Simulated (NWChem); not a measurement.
All runs are NWChem calculations. System: H2BIO2, charge 0, spin multiplicity 1, at a geometry optimised with PBE/def2-SVP with def2 effective core potentials on I. The structure started from a generated list of species. Level: MP2/def2-TZVPD with def2 effective core potentials on I, 7 core orbitals frozen.

NWChem printed:

```
             Northwest Computational Chemistry Package (NWChem) 7.3.0
             --------------------------------------------------------

                                NWChem Input Module
                                -------------------

 Scaling coordinates for geometry "geometry" by  1.889725989
 (inverse scale =  0.529177249)

 Turning off AUTOSYM since
 SYMMETRY directive was detected!

                             Geometry "geometry" -> ""
                             -------------------------

 Output coordinates in angstroms (scale by  1.889725989 to convert to a.u.)

  No.       Tag          Charge          X              Y              Z
 ---- ---------------- ---------- -------------- -------------- --------------
    1 B                    5.0000    -1.11017300     0.78007900     0.00000000
    2 I                   53.0000     0.66467500    -0.48136000     0.00000000
    3 O                    8.0000    -2.31259400     0.15539300     0.00000000
    4 H                    1.0000    -3.04442300     0.80301000     0.00000000
    5 O                    8.0000    -1.00603000     2.13941800     0.00000000
    6 H                    1.0000    -0.08349000     2.45016600     0.00000000

 Effective nuclear repulsion energy (a.u.)     286.7215022929

            Nuclear Dipole moment (a.u.)
            ----------------------------
        X                 Y               Z
 ---------------- ---------------- ----------------
     0.0000094486    -0.0000396842     0.0000000000

      Symmetry information
      --------------------

 Group name             Cs
 Group number              2
 Group order               2
 No. of unique centers     6

      Symmetry unique atoms

     1    2    3    4    5    6


 Summary of "ao basis" -> "" (spherical)
 ------------------------------------------------------------------------------
       Tag                 Description            Shells   Functions and Types
 ---------------- ------------------------------  ------  ---------------------
 *                         def2-tzvpd                 on all atoms

 Summary of "ao basis" -> "ao basis" (spherical)
 ------------------------------------------------------------------------------
       Tag                 Description            Shells   Functions and Types
 ---------------- ------------------------------  ------  ---------------------
 B                         def2-tzvpd               13       37   6s3p3d1f
[...]
     2   2 0 0    -29.579496      0.000000    276.272615
     2   1 1 0     -1.266182      0.000000   -125.242637
     2   1 0 1     -0.000000      0.000000      0.000000
     2   0 2 0    -32.004440      0.000000    186.743423
     2   0 1 1      0.000000      0.000000      0.000000
     2   0 0 2    -33.467296      0.000000      0.000000

                   NWChem MP2 Semi-direct Energy/Gradient Module
                   ---------------------------------------------

  Basis functions       =    194
  Molecular orbitals    =    194
  Frozen core           =      7
  Frozen virtuals       =      0
  Active alpha occupied =     17
  Active beta occupied  =     17
  Active alpha virtual  =    170
  Active beta virtual   =    170
  Use MO symmetry       = T
  Use skeleton AO sym   = T

  AO/Fock/Back tols     =   1.0D-09  1.0D-09  1.0D-09

 GA uses MA = F    GA memory limited = T

 Available:
  local mem=  1.26D+08
 global mem=  1.44D+08
 local disk=  0.00D+00
  mp2_memr nvloc                   170
  nvloc new                   170
   1 passes of  17:        5242880                     221219                 180017682.
   1 passes of  17: M    126137252           G      144103928           F     120894372.
  mp2_memr nvloc                   170
  nvloc new                   170
   2 passes of   9:        5242880                     153246                  95333746.
   2 passes of   9: M    126137252           G      144103928           F     120894372.

 Semi-direct pass number   1 of   2  for RHF alpha+beta  at       84.4s
  vrange nnbf                 18314
  mp2_eaftype                   363  avail_ma_in_mb                  1099
 EAF : mp2_eaftype filesize         363   47666873.
  mp2_eaf for mointskh                    363
Node 0 wrote    224.2 Mb in      0.1 s     Agg I/O rate:  4406.0 Mb/s
 Done moints_semi at      102.5s
  mp2_eaftype                   363  avail_ma_in_mb                   736
 EAF : mp2_eaftype filesize         363   47666873.
  mp2_eaf for kh                   363
 Done maket at      103.1s
 Semi-direct pass number   2 of   2  for RHF alpha+beta  at      103.1s
  vrange nnbf                 18314
  mp2_eaftype                   363  avail_ma_in_mb                   736
 EAF : mp2_eaftype filesize         363   47666873.
  mp2_eaf for mointskh                    363
Node 0 wrote    199.3 Mb in      0.1 s     Agg I/O rate:  3698.6 Mb/s
 Done moints_semi at      121.4s
  mp2_eaftype                   363  avail_ma_in_mb                   736
 EAF : mp2_eaftype filesize         363   47666873.
  mp2_eaf for kh                   363
 Done maket at      122.0s
 Done multipass loop at      122.0s

          -------------------------------------------
          SCF energy                -472.456853404995
          Correlation energy          -1.072128406949
          Singlet pairs               -0.571702133178
          Triplet pairs               -0.500426273770
          Total MP2 energy          -473.528981811944
          -------------------------------------------

          ---------------------------------------------------
                    Spin Component Scaled (SCS) MP2
          Same spin pairs                     -0.333617515847
          Same spin scaling factor             0.333333333333
          Opposite spin pairs                 -0.738510891102
          Opposite spin scaling fact.          1.200000000000
          SCS-MP2 correlation energy          -0.997418907938
          Total SCS-MP2 energy              -473.454272312933
          ---------------------------------------------------

 -----------------------
 Performance information
 -----------------------

 Timer overhead =  1.70D-07 seconds/call

               Nr. of calls         CPU time (s)                 Wall time (s)                GFlops
             ---------------    -------------------     ------------------------------   -------------------
Name         Min   Avg   Max    Min     Avg     Max     Min     Avg     Max   Mx/calls   Min     Max     Sum
mp2: moin     2     2     2    36.     36.     36.      36.     36.     36.     18.      0.0     0.0     0.0
mp2: make     2     2     2    1.1     1.1     1.1      1.1     1.1     1.1    0.57      0.0     0.0     0.0
mp2: tota     1     1     1    38.     38.     38.      38.     38.     38.     38.      0.0     0.0     0.0

 The average no. of pstat calls per process was 5.00D+00
 with a timing overhead of 8.48D-07s

 Task  times  cpu:      122.0s     wall:      122.0s

 Total times  cpu:      122.0s     wall:      122.0s
```

Question: Write an NWChem input that would produce this output.

Answer: One answer among several that fit: 
```
start mol
memory heap 200 mb stack 900 mb global 1100 mb
geometry units angstroms nocenter noautoz
  B     -1.110173     0.780079     0.000000
  I      0.664675    -0.481360     0.000000
  O     -2.312594     0.155393     0.000000
  H     -3.044423     0.803010     0.000000
  O     -1.006030     2.139418     0.000000
  H     -0.083490     2.450166     0.000000
  symmetry group Cs
end
basis spherical
  * library def2-tzvpd
end
ecp
  I library def2-ecp
end
scf
  rhf
  nopen 0
  maxiter 100
  thresh 1e-7
  semidirect memsize 60000000 filesize 0
end
mp2
  freeze core 7
end
task mp2 energy
```
